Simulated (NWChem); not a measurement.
**Basis-set dependence for germylsilane (H6GeSi)**

```xyz
8

Si     0.0617     1.6043     0.0000
Ge    -0.0299    -0.7770     0.0000
H      0.7827     2.0914     1.2154
H      0.7827     2.0914    -1.2154
H     -1.3209     2.1722     0.0000
H     -0.7716    -1.2892     1.2495
H     -0.7716    -1.2892    -1.2495
H      1.3910    -1.3725     0.0000
```
Charge 0, spin multiplicity 1.

All runs are NWChem calculations. All single points use one geometry, from PBE0/def2-SVP, a minimum by its harmonic frequencies.

Hartree-Fock energies in Ha, correlation energies in mHa.

The Hamiltonian is non-relativistic. The correlated methods keep 14 core orbitals frozen. The Pople sets run with spherical d functions. Coupled-cluster values serve here as a point of comparison, not as the truth.

```json
[
 {"basis": "6-31G*", "functions": "62", "RHF": "-2367.46397", "MP2": "-328.2", "SCS-MP2": "-318.8", "CCSD": "-355.7", "CCSD+T(CCSD)": "-363.9", "CCSD(T)": "-363.2", "CR-CCSD[T]": "-362.3", "CR-CCSD(T)": "-361.7"},
 {"basis": "def2-SVP", "functions": "80", "RHF": "-2367.42387", "MP2": "-346.3", "SCS-MP2": "-346.4", "CCSD": "-383.4", "CCSD+T(CCSD)": "-394.1", "CCSD(T)": "-393.2", "CR-CCSD[T]": "-391.8", "CR-CCSD(T)": "-391.1"},
 {"basis": "def2-TZVP", "functions": "121", "RHF": "-2367.79102", "MP2": "-381.3", "SCS-MP2": "-383.1", "CCSD": "not run", "CCSD+T(CCSD)": "not run", "CCSD(T)": "not run", "CR-CCSD[T]": "not run", "CR-CCSD(T)": "not run"}
]
```

From def2-SVP to def2-TZVP the Hartree-Fock energy moves by -367.2 mHa and the MP2 correlation energy by -35.0 mHa, which is 9 % of its value in the larger set.
